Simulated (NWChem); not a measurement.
System: Ag2; SMILES [Ag][Ag]

Output (shortened):

```
             Northwest Computational Chemistry Package (NWChem) 7.3.0
             --------------------------------------------------------

                             Geometry "geometry" -> ""
                             -------------------------

 Output coordinates in angstroms (scale by  1.889725989 to convert to a.u.)

  No.       Tag          Charge          X              Y              Z
 ---- ---------------- ---------- -------------- -------------- --------------
    1 Ag                  47.0000     0.00000000     0.00000000    -1.28932400
    2 Ag                  47.0000     0.00000000     0.00000000     1.28932400

 Effective nuclear repulsion energy (a.u.)     453.3199347256

                                 NWChem DFT Module
                                 -----------------

 Summary of "ao basis" -> "ao basis" (spherical)
 ------------------------------------------------------------------------------
       Tag                 Description            Shells   Functions and Types
 ---------------- ------------------------------  ------  ---------------------
 Ag                        def2-svpd                12       34   5s4p2d1f

            General Information
            -------------------
          SCF calculation type: DFT
          Wavefunction type:  closed shell.
          No. of atoms     :     2
          No. of electrons :    38
           Alpha electrons :    19
            Beta electrons :    19
          Charge           :     0
          Spin multiplicity:     1
          Use of symmetry is: off; symmetry adaption is: off
          Maximum number of iterations: 150
          AO basis - number of functions:    68
                     number of shells:    24
          Convergence on energy requested:  1.00D-06
          Convergence on density requested:  1.00D-05
          Convergence on gradient requested:  5.00D-04

              XC Information
              --------------
                        Slater Exchange Functional  1.000 local
                      VWN V Correlation Functional  1.000 local

             Grid Information
             ----------------
          Grid used for XC integration:  medium
          Radial quadrature: Mura-Knowles
          Angular quadrature: Lebedev.
          Tag              B.-S. Rad. Rad. Pts. Rad. Cut. Ang. Pts.
          ---              ---------- --------- --------- ---------
          Ag                  1.60      123          12.0       590
          Grid pruning is: on
          Number of quadrature shells:   246
          Spatial weights used:  Erf1

      Superposition of Atomic Density Guess
      -------------------------------------

 Sum of atomic energies:        -335.33437346

      Non-variational initial energy
      ------------------------------

 Total energy =    -291.549958
 1-e energy   =    -664.891357
 2-e energy   =     299.258784
 HOMO         =      -0.415729
 LUMO         =      -0.151519

[...]

                                NWChem TDDFT Module
                                -------------------

            General Information
            -------------------
           No. of orbitals :     136
            Alpha orbitals :      68
             Beta orbitals :      68
        Alpha frozen cores :       0
         Beta frozen cores :       0
     Alpha frozen virtuals :       0
      Beta frozen virtuals :       0
         Spin multiplicity :       1
    Number of AO functions :      68
        Use of symmetry is : off
      Symmetry adaption is : off
         Schwarz screening :  0.10D-07

              XC Information
              --------------
                 Slater Exchange Functional   1.00 local
               VWN V Correlation Functional   1.00 local

             TDDFT Information
             -----------------
          Calculation type : Tamm-Dancoff TDDFT
         Wavefunction type : Restricted singlets & triplets
          No. of electrons :      38
           Alpha electrons :      19
            Beta electrons :      19
              No. of roots :       8
          Max subspacesize :    5600
            Max iterations :     100
               Target root :       1
           Target symmetry : none
      Symmetry restriction : off
                 Algorithm : Optimal
        Davidson threshold :  0.10D-03

    8 smallest eigenvalue differences (eV)
--------------------------------------------------------
  No. Spin  Occ  Vir  Irrep   E(Occ)    E(Vir)   E(Diff)
--------------------------------------------------------
    1    1   19   20 a        -0.203    -0.128     2.066
    2    1   18   20 a        -0.253    -0.128     3.419
    3    1   17   20 a        -0.258    -0.128     3.558
    4    1   16   20 a        -0.258    -0.128     3.558
    5    1   15   20 a        -0.267    -0.128     3.789
    6    1   14   20 a        -0.267    -0.128     3.789
    7    1   13   20 a        -0.274    -0.128     3.979
    8    1   12   20 a        -0.274    -0.128     3.979
--------------------------------------------------------

  Entering Davidson iterations
  Restricted singlet excited states

  Iter   NTrls   NConv    DeltaV     DeltaE      Time
  ----  ------  ------  ---------  ---------  ---------
    1      8       0     0.13E+00   0.10+100        0.6
    2     16       0     0.37E-01   0.90E-02        0.6
    3     24       4     0.67E-02   0.13E-02        0.6
    4     28       6     0.79E-03   0.64E-04        0.4
    5     30       8     0.65E-04   0.50E-06        0.3
  ----  ------  ------  ---------  ---------  ---------
  Convergence criterion met

  Ground state a        -293.432128993294 a.u.

  ----------------------------------------------------------------------------
  Root   1 singlet a              0.125458596 a.u.                3.4139 eV
  ----------------------------------------------------------------------------
     Transition Moments    X -0.00000   Y -0.00000   Z -2.47584
     Dipole Oscillator Strength                    0.5126882697
     Electric Quadrupole                           0.0000000000
     Magnetic Dipole                               0.0000000000
     Total Oscillator Strength                     0.5126882697

     Occ.    9  a   ---  Virt.   20  a        0.24687
     Occ.   16  a   ---  Virt.   22  a       -0.13272
     Occ.   17  a   ---  Virt.   21  a        0.13272
     Occ.   18  a   ---  Virt.   23  a       -0.08660
     Occ.   19  a   ---  Virt.   20  a       -0.93426
     Occ.   19  a   ---  Virt.   26  a        0.11119
  ----------------------------------------------------------------------------
  Root   2 singlet a              0.133740861 a.u.                3.6393 eV
  ----------------------------------------------------------------------------
     Transition Moments    X  0.00000   Y  0.00000   Z  0.00004
     Dipole Oscillator Strength                    0.0000000001
     Electric Quadrupole                           0.0000000397
     Magnetic Dipole                               0.0000000000
     Total Oscillator Strength                     0.0000000398

     Occ.   18  a   ---  Virt.   20  a        0.99675
     Occ.   19  a   ---  Virt.   23  a        0.05185
  ----------------------------------------------------------------------------
  Root   3 singlet a              0.137321802 a.u.                3.7367 eV
  ----------------------------------------------------------------------------
     Transition Moments    X  0.15770   Y -0.14789   Z  0.00000
     Dipole Oscillator Strength                    0.0042791662
     Electric Quadrupole                           0.0000000000
     Magnetic Dipole                               0.0000000000
     Total Oscillator Strength                     0.0042791662

     Occ.   17  a   ---  Virt.   20  a       -0.99623
     Occ.   19  a   ---  Virt.   21  a        0.07743
  ----------------------------------------------------------------------------
  Root   4 singlet a              0.137321802 a.u.                3.7367 eV
  ----------------------------------------------------------------------------
     Transition Moments    X -0.14789   Y -0.15770   Z -0.00000
     Dipole Oscillator Strength                    0.0042791661
     Electric Quadrupole                           0.0000000000
     Magnetic Dipole                               0.0000000000
     Total Oscillator Strength                     0.0042791661

[...]
```

Level: LDA (Slater exchange, VWN5)/def2-SVPD with def2 effective core potentials on Ag, TDA. Structure relaxed at the PBE0/def2-SVP level. def2 effective core potentials on Ag; no spin-orbit coupling.

**Question.** Reconstruct the input file.

**Answer.** One answer among several that fit: the input that was run:
```
start job
memory heap 200 mb stack 900 mb global 1100 mb
geometry units angstroms noautosym nocenter noautoz
  Ag     0.000000     0.000000    -1.289324
  Ag     0.000000     0.000000     1.289324
end
basis spherical
  Ag library def2-svpd
end
ecp
  Ag library def2-ecp
end
dft
  xc slater vwn_5
  iterations 150
end
tddft
  cis
  nroots 8
end
task tddft energy
```
